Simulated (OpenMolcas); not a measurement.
Nb3+ (d2) in a complex was computed by CASSCF with the d shell active (OpenMolcas, ANO-RCC-VDZP on the metal). Its lowest spin-free states, and all those of the highest spin:

```json
{"2S+1": "3", "Degeneracy": "2", "E (cm-1)": "0.0"}
{"2S+1": "1", "Degeneracy": "1", "E (cm-1)": "4271"}
{"2S+1": "3", "Degeneracy": "1", "E (cm-1)": "5632"}
{"2S+1": "1", "Degeneracy": "2", "E (cm-1)": "9057"}
{"2S+1": "3", "Degeneracy": "2", "E (cm-1)": "13307"}
{"2S+1": "3", "Degeneracy": "1", "E (cm-1)": "14126"}
{"2S+1": "1", "Degeneracy": "1", "E (cm-1)": "16377"}
{"2S+1": "1", "Degeneracy": "1", "E (cm-1)": "16950"}
{"2S+1": "1", "Degeneracy": "1", "E (cm-1)": "16966"}
{"2S+1": "3", "Degeneracy": "1", "E (cm-1)": "19737"}
{"2S+1": "1", "Degeneracy": "2", "E (cm-1)": "21953"}
{"2S+1": "1", "Degeneracy": "1", "E (cm-1)": "23329"}
{"2S+1": "3", "Degeneracy": "2", "E (cm-1)": "32850"}
{"2S+1": "3", "Degeneracy": "1", "E (cm-1)": "33321"}
```

Problem. Is the site octahedral, tetrahedral or cube-like, axial, or of lower symmetry?

Solution. The states with 2S+1 = 3 have orbital degeneracies 2, 1, 2, 1, 1, 2, 1. There are pairs but no triples, so the site is axial: not cubic, but with a proper or improper axis of order three or more. The run had Nb3+ with 6 ligands (iodide, fluoride on the axis) in tetragonal octahedral coordination (D4h) at 2.85 Å, the axial distance 2.029 Å. A charge of +0.5 e stands 2.8 Å behind each ligand. Ligand basis ANO-RCC-VDZP.

An orbital doublet at a regular site is open to a Jahn-Teller distortion, which this geometry leaves out. Without dynamic correlation the repulsion within the d shell is too large (B by tens of per cent), so at a given field states of lower spin stand too high. The least metal-like active orbital is 71 % on the metal (Löwdin) and no ligand orbital is active, so the numbers are rough. With metal d orbitals alone the field can be off either way by tens of per cent. Ligand-to-metal charge-transfer states are missing. With no ligand orbital active B as a rule stays too high, so bands that hang on it stand too high and its fall with covalency is understated. No measured value stands beside these numbers; the geometry was imposed, not optimised, and the real ion may take another.
